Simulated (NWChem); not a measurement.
# BHOF$_{2}$; SMILES OB(F)F

```xyz
5

B     -0.0064    -0.0228     0.0000
F      1.2140     0.4986     0.0000
F     -0.1245    -1.3347     0.0000
O     -1.1080     0.7441     0.0000
H     -0.9098     1.6859     0.0000
```
Atoms are numbered in this order, from 1.

Computed with NWChem. Pople sets run with spherical d functions. Coordinates come from a PBE0/def2-SVP optimisation. Ions are spin-unrestricted doublets at the neutral geometry; other ion states weren't tried. Functional: LC-ωPBE (HJS hole) with 6-31G*; rows give the range parameter ω in 1/bohr.

Question: At which range parameter does −ε(HOMO) equal the ΔSCF ionisation energy (optimal tuning)?

Answer: about 0.50 per bohr, by linear interpolation in these runs:
```tsv
range parameter (1/bohr)	vertical ionisation energy, ΔSCF (eV)	−ε(HOMO) (eV)	ΔSCF minus −ε(HOMO) (eV)
0.05	13.02	9.07	3.95
0.25	13.37	11.75	1.62
0.40	13.72	13.18	0.54
0.60	13.94	14.45	-0.51
```
